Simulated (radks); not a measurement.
Polarisability of the titanium ion Ti4+, [Ar], at imaginary frequency. Calculated with a radial shooting solver on a logarithmic mesh with Libxc functionals: scalar-relativistic Kohn-Sham, LB94 model potential, spin-polarised, spherical densities, finite nucleus; Fermi nuclear charge, rms radius 3.5921 fm. Response by self-consistent Sternheimer equations with the Hartree and adiabatic LDA kernel, the relativistic mass of each level held fixed and spin-orbit coupling left out.

| w (hartree) | alpha1(iw) (bohr^3) | alpha2(iw) (bohr^5) |
|---|---|---|
| 0.00266 | 1.525 | 2.032 |
| 0.0143 | 1.525 | 2.032 |
| 0.0360 | 1.525 | 2.032 |
| 0.0697 | 1.523 | 2.031 |
| 0.118 | 1.519 | 2.028 |
| 0.186 | 1.510 | 2.023 |
| 0.280 | 1.490 | 2.010 |
| 0.413 | 1.452 | 1.986 |
| 0.605 | 1.376 | 1.936 |
| 0.892 | 1.236 | 1.835 |
| 1.35 | 1.001 | 1.640 |
| 2.12 | 0.6774 | 1.292 |
| 3.59 | 0.3529 | 0.7946 |
| 6.94 | 0.1324 | 0.3164 |
| 17.5 | 0.03122 | 0.06111 |

Static values: alpha1 = 1.525 bohr^3 (0.2260 angstrom^3; uncoupled 2.432), alpha2 = 2.032 bohr^5, alpha3 = 5.720 bohr^7. C6 = 3.345, C8 = 26.71, triple-dipole C9 = 3.743 atomic units. One-pole (London) frequency 4 C6 / (3 alpha1^2) = 1.917 hartree, against 3.613 for minus the highest occupied eigenvalue.
